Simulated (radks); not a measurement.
Values are calculated unless marked as measured or tabulated.
Spherical jellium clusters: N electrons in a uniform positive sphere of charge N and radius rs N^(1/3), rs = 5.23 bohr. Level of theory: non-relativistic Kohn-Sham, LDA (Slater exchange, Perdew-Wang correlation), spin-polarised, spherical densities (a radial shooting solver with Libxc functionals). Levels are named by radial order and angular momentum (1s, 1p, 1d, 2s, ...), and open shells are averaged over m.

N = 7, configuration 1s2 1p(up 3, down 2). This is the lowest configuration that the search found. Occupied and some empty levels:

| level | occupation | eigenvalue (eV) | <r> (bohr) |
|---|---|---|---|
| 1s up | 1 | -3.3892 | 6.711 |
| 1s down | 1 | -3.2549 | 6.733 |
| 1p up | 3 | -2.6065 | 7.964 |
| 1p down | 2 | -2.4772 | 8.038 |
| 1d up | 0 | -1.6260 | 9.129 |
| 1d down | 0 | -1.5150 | 9.247 |
| 2s up | 0 | -1.1971 | 8.887 |
| 2s down | 0 | -1.1260 | 9.020 |
| 1f up | 0 | -0.56466 | 10.62 |
| 1f down | 0 | -0.48214 | 10.83 |

Energy (eV): total -12.0541, kinetic 7.5219, external -158.20, Hartree 78.549, exchange-correlation -19.888, background 79.964.

Electron density:

| r (bohr) | n(r) (e/bohr^3) |
|---|---|
| 0.321 | 0.001115 |
| 1.53 | 0.001281 |
| 2.74 | 0.001607 |
| 3.95 | 0.001956 |
| 5.16 | 0.002152 |
| 6.37 | 0.002043 |
| 7.57 | 0.001613 |
| 8.78 | 0.001028 |
| 9.99 | 0.0005262 |
| 11.2 | 0.0002255 |
| 12.4 | 0.00008590 |
| 13.6 | 0.00003036 |
| 14.8 | 0.00001021 |
| 16.0 | 3.325e-06 |
